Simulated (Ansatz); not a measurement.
Ansatz (a first-principles code) input:
A basis named .json is the Basis Set Exchange file of that set.

Ansatz 0.2 input:
```yaml
crystal:
  periodic: [false, false, false]
  atoms:
    - {symbol: Si, position_ang: [0.01791913, 0.05816997, -0.17974360]}
    - {symbol: C, position_ang: [1.84861681, 0.24977677, -0.26944181]}
    - {symbol: C, position_ang: [-0.69961421, -1.34289581, -1.13954807]}
    - {symbol: C, position_ang: [-0.99112965, 1.59893598, -0.11591891]}
    - {symbol: O, position_ang: [-0.15035117, -0.50101857, 1.62187271]}
    - {symbol: H, position_ang: [2.11471398, 0.59233956, -1.27373063]}
    - {symbol: H, position_ang: [2.37590250, -0.69319574, -0.10927226]}
    - {symbol: H, position_ang: [2.21989617, 0.99162864, 0.43907298]}
    - {symbol: H, position_ang: [-0.64384661, -1.10416864, -2.20593680]}
    - {symbol: H, position_ang: [-1.75132893, -1.51212435, -0.90160093]}
    - {symbol: H, position_ang: [-0.14926907, -2.27326055, -0.98821180]}
    - {symbol: H, position_ang: [-2.03734045, 1.40352925, 0.12931732]}
    - {symbol: H, position_ang: [-0.98164141, 2.06341328, -1.10633488]}
    - {symbol: H, position_ang: [-0.58814504, 2.32572473, 0.59088184]}
    - {symbol: H, position_ang: [0.44122621, -1.15879397, 2.01951306]}
    - {symbol: H, position_ang: [-0.99546353, -0.47622487, 2.09718365]}
basis:
  gaussian:
    orbitals: cc-pV_T+d_Z.json
    fitting: {mean_field: def2-universal-jkfit, correlation: cc-pVTZ-RIFIT.json}
total_charge: 1
magnetization: {spin_polarized: false}
correlation: {method: mp2, electrons: outside_noble_gas}
```

Question: Predict the final energy.

Answer: -484.62810 Eh (RI-MP2/cc-pV(T+d)Z). The basis has 313 functions.

It need not be the lowest isomer of its formula.
